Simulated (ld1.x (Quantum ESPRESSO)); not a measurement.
Pb (Z = 82): excitation energies, all-electron against PAW

```json
{
 "Element": "Pb",
 "Generator": "ld1.x (Quantum ESPRESSO) 7.5",
 "Type": "PAW",
 "Functional": "PBE",
 "Relativity": "scalar-relativistic",
 "Frozen core": "[Xe] 4f14 5d10",
 "Valence charge": "4",
 "Reference configuration": "6s1 6p0 (charge +3)",
 "Partial waves": "6s (bound): rcut 1.85, rcutus 2.20 bohr; 6s channel at -0.45 Ry: rcut 1.85, rcutus 2.20 bohr; 6p (bound, empty): rcut 2.30, rcutus 2.60 bohr; 6p channel at -1.4 Ry: rcut 2.30, rcutus 2.60 bohr; 6d channel at 0.25 Ry: rcut 2.05, rcutus 2.65 bohr; 6d channel at 1.75 Ry: rcut 2.05, rcutus 2.65 bohr",
 "Local potential": "all-electron potential smoothed inside 2.35 bohr (lloc = -2)",
 "Core correction": "Bessel-smoothed model core inside 2.05 bohr",
 "Augmentation charge": "PSQ, inside the norm-conserving radii"
}
```

Energies are relative to the spin-unpolarised reference configuration 6s1 6p0; without spin polarisation the order of configurations can differ from experiment.

| valence configuration | charge | ΔE all-electron (eV) | error AE − PS (meV) |
| --- | --- | --- | --- |
| 6s2 6p2 | 0 | -52.430 | -544 |
| 6s2 6p1 | +1 | -45.854 | -400 |
| 6s2 6p0 | +2 | -32.410 | -192 |
| 6s1 6p2 | +1 | -36.327 | -205 |
| 6s1 6p3 | 0 | -43.693 | -314 |
| 6s0 6p4 | 0 | -34.595 | -154 |
| 6s2 6p2.3 | -0.3 | -53.229 | -565 |

Levels in the configuration 6s2 6p2.3:

| level | all-electron (eV) | pseudo (eV) |
| --- | --- | --- |
| 6s | -10.185 | -9.861 |
| 6p | -1.860 | -1.807 |
